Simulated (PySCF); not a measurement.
In⁴⁶⁺ (indium, charge +46) across methods

[He] 2s1, 2S determinant. Calculation: PySCF 2.14, in an even-tempered Gaussian basis (19 s from 22 bohr⁻², ratio 2.2; 8 p from 33 bohr⁻², ratio 2.4; 5 d from 99 bohr⁻², ratio 2.4; 5 f from 150 bohr⁻², ratio 2.4; 4 g from 220 bohr⁻², ratio 2.4); scalar relativity by spin-free X2C-1e.

| method | E (hartree) | mean ε 1s α (eV) | mean ε 1s β (eV) | mean ε 2s α (eV) | Σ⟨r²⟩ (bohr²) | ⟨S²⟩ |
| --- | --- | --- | --- | --- | --- | --- |
| UHF | -2742.60469 | -32632.6 | -32598.4 | -7959.4 | 0.01913 | 0.750 |
| revPBE | -2742.96 | -32287.7 | -32272.9 | -7884.6 | 0.01912 | 0.750 |
| TPSS | -2742.93 | -32310.3 | -32294.6 | -7887.5 | 0.01912 | 0.750 |
| LDA | -2738.14 | -32243.2 | -32225.9 | -7874.9 | 0.01915 | 0.750 |
| r2SCAN | -2742.71 | -32323.2 | -32308.0 | -7888.7 | 0.01913 | 0.750 |
| PBE | -2742.47 | -32285.8 | -32269.6 | -7884.0 | 0.01912 | 0.750 |

Q: Estimate the same row for PBE0.

A: E (hartree) = -2742.52; mean ε 1s α (eV) = -32372.6; mean ε 1s β (eV) = -32352.0; mean ε 2s α (eV) = -7903.0; Σ⟨r²⟩ (bohr²) = 0.01912; ⟨S²⟩ = 0.750.
